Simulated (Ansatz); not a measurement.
Consider the redistribution: `OBCl` + `S=C[NH][InH2]` → `OB(Cl)C=S` + `[NH2][InH2]`.

Calculated with Ansatz (gas phase, PBE0-D4/def2-TZVP geometries, no zero-point term in ΔE). CBS: MP2 limit from def2 TZ/QZ plus the TZ coupled-cluster correction, frozen cores. This one scheme is used for every species. DFT in def2-TZVPP. HSE06 is defined as in plane-wave codes. def2 core potentials past Kr. For In outer-core shells are correlated without core-valence functions, which leaves a few kJ/mol of doubt a bond. Each species was taken in one conformer, which may not be the lowest.

CCSD(T)/CBS gives +0.26 eV.

(1) Another level gave +0.27 eV. Which?
A. RPA@PBE/def2-TZVPP
B. CAM-B3LYP-D4/def2-TZVPP
C. HSE06-D4/def2-TZVPP
D. HF/def2-TZVPP

Largest T1 diagnostic among the species: 0.018.

## Answers

(1) A. RPA@PBE/def2-TZVPP 0.27, HSE06-D4 0.41, HF/def2-TZVPP 0.48, CAM-B3LYP-D4 0.36 eV.

In def2-TZVPP, CCSD(T) changes the Hartree–Fock value by −0.22 eV (the triples alone add −0.00 eV) and MP2 by −0.18 eV. Leaving LDA and LC-ωPBE aside and taking each functional with its dispersion term where it has one, the values, not all of them listed here, spread over 0.13 eV, from ωB97M-V to r2SCAN-D4. At CCSD(T), def2-SVP lies +0.08 eV from the extrapolated value and def2-TZVPP +0.01 eV.
